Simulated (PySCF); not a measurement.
Be(Br)(SMe) (CH3BeBrS), SMILES [Br][Be][S]C.

Geometry: PBE0-D3(BJ)/def2-SVP. Other conformers were not sampled.

Computed with PBE0/def2-TZVPD (PySCF).

Gas-phase values at a fixed geometry.

```json
{
  "total_energy": "-3026.62608 hartree",
  "point_group": "Cs",
  "highest_occupied_level": "-7.26 eV",
  "lowest_empty_level": "-1.09 eV",
  "orbital_gap": "6.17 eV",
  "dipole_moment": "1.70 D",
  "quadrupole, principal values (traceless, Buckingham form, about the centre of nuclear charge)": "-6.65, -1.11, 7.76 D·Å",
  "mean_static_polarisability": "71.7 bohr³ (10.63 Å³)",
  "polarisability_principal_values": "57.7, 65.5, 92.0 bohr³"
}
```
